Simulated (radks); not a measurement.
Task: The cobalt ion Co19+, 8 electrons, occupied as [He] 2s2 2p4. Method: Dirac Kohn-Sham, Slater X-alpha with alpha = 0.803, spin-unpolarised, spherical densities, point nucleus; open shells fill j = l - 1/2 first; computed with a radial shooting solver on a logarithmic mesh with Libxc functionals. Some entries of the table are withheld. Estimate them.

| orbital | occ. | eigenvalue (Ry) | r(max) (bohr) |
|---|---|---|---|
| 1s1/2 | 2 | (1) | 0.03675 |
| 2s1/2 | 2 | (2) | 0.2074 |
| 2p1/2 | 2 | (3) | (4) |
| 2p3/2 | 2 | (5) | (6) |

Result: 
(1) 1s1/2 eigenvalue (Ry): -625.9372
(2) 2s1/2 eigenvalue (Ry): -123.6340
(3) 2p1/2 eigenvalue (Ry): -116.7112
(4) 2p1/2 r(max) (bohr): 0.1636
(5) 2p3/2 eigenvalue (Ry): -115.4677
(6) 2p3/2 r(max) (bohr): 0.1659
